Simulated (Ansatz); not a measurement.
NO (SMILES [N]=O): geometry of the low-spin state from B3LYP-D3(BJ)/def2-TZVP.
(charge 0, multiplicity 2):
```xyz
2

N      0.0000     0.0000    -0.6106
O      0.0000     0.0000     0.5343
```
The high-spin state stands at its own minimum; R- takes a restricted low-spin state.

Codes used: Ansatz (a first-principles code). Each number belongs to the level named beside it.

The gap E(multiplicity 2) − E(multiplicity 4) (kcal/mol) and the share of exact exchange:

```json
[
 {"functional": "U-PBE/def2-TZVPP", "exact exchange (%)": "0", "value": "-110.12"},
 {"functional": "U-PBE0/def2-TZVPP", "exact exchange (%)": "25", "value": "-104.17"},
 {"functional": "U-B3LYP/def2-TZVPP", "exact exchange (%)": "20", "value": "-105.14"},
 {"functional": "U-BHLYP/def2-TZVPP", "exact exchange (%)": "50", "value": "-96.64"},
 {"functional": "U-r2SCAN/def2-TZVPP", "exact exchange (%)": "0", "value": "-100.63"}
]
```

Q: Take the value as linear in the share of exact exchange along PBE and PBE0. Give the slope, say whether the sign turns, and set the other functionals against that line.

A: 
Slope: (-104.17 − (-110.12))/2.5 = 2.38 kcal/mol for each 10 %. The line keeps its sign from 0 to 100 %. At 50 % it gives -98.2 kcal/mol. From B3LYP to BHLYP the slope is (-96.64 − (-105.14))/3 = 2.83 for each 10 %. BHLYP, at 50 %, lies 1.6 from the PBE line. B3LYP, at 20 %, lies 0.2 from the PBE line. r2SCAN, with none, stands 9.5 from PBE.
